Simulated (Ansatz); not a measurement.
Ideal-gas functions of C₂H₂FI, SMILES `F/C=C/I` at 800 K and 1 bar, from an Ansatz frequency run at PBE0-D4/def2-TZVP.

Molar mass 171.94 g/mol, point group Cs (symmetry number 1), electronic degeneracy 1, moments of inertia 9.747, 383.912, 393.659 u Å². Harmonic wavenumbers (cm⁻¹, unscaled): 217, 230, 354, 760, 810, 942, 1136, 1197, 1333, 1704, 3224, 3239.

Use S(trans) = R[1.5 ln M + 2.5 ln T − 1.1517]; rotational temperatures θ = 24.2544 K / I; S(rot) = R[ln(√π/σ · √(T³/θAθBθC)) + 1.5]; for each mode x = 1.438777 ν̃/T, S = R[x/(eˣ − 1) − ln(1 − e⁻ˣ)] and H = RT x/(eˣ − 1); 1 cm⁻¹ = 0.0119627 kJ/mol; R = 8.31446 J/(mol·K).

By hand: the entropy, in J/(mol·K).

Translation 193.6. Rotation: θ = 2.4884, 0.0632, 0.0616 K, giving 119.9. Vibration, mode by mode: 16.19, 15.71, 12.21, 6.33, 5.88, 4.86, 3.68, 3.38, 2.79, 1.64, 0.17, 0.17, in all 73.0. Electronic 0.0. Sum 386.5 J/(mol·K).

By hand: H − E and G − E in kJ/mol, counted from the electronic energy.

Zero-point energy ½ × 15146 × 0.0119627 = 90.6; thermal vibration 30.9; translation, rotation and pV give 4 RT = 26.6. H − E = 148.1 kJ/mol, and G − E = 148.1 − 800 × 386.5/1000 = -161.1 kJ/mol.

Vibration gives 19 % of the entropy.
